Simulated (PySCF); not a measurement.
## How methods differ on the excitation energy of Re²⁺

Re²⁺ [Xe] 4f14 5d5 (6S) → Re²⁺ [Xe] 4f14 5d4 6p1 (high-spin determinant), as a difference of total energies. Calculation: PySCF 2.14, in aug-cc-pVQZ-PP with ECP60MDF; a scalar-relativistic core potential. Correlated levels: valence: 5s2 5p6 frozen. The calculations carry no spin-orbit coupling.

```json
{"method": "UHF", "excitation energy (cm⁻¹)": "77182"}
{"method": "LDA", "excitation energy (cm⁻¹)": "75343"}
{"method": "PBE", "excitation energy (cm⁻¹)": "75357"}
{"method": "PBE0", "excitation energy (cm⁻¹)": "77056"}
{"method": "r2SCAN", "excitation energy (cm⁻¹)": "76904"}
{"method": "r2SCAN0", "excitation energy (cm⁻¹)": "78130"}
{"method": "PBEsol", "excitation energy (cm⁻¹)": "75660"}
{"method": "PW91", "excitation energy (cm⁻¹)": "75342"}
{"method": "MP2 (valence)", "excitation energy (cm⁻¹)": "78998"}
{"method": "SCS-MP2 (valence)", "excitation energy (cm⁻¹)": "77787"}
```

The determinant of the upper state mixes LS terms, which raises its energy above the lowest term, most at the Hartree-Fock and MP2 levels.
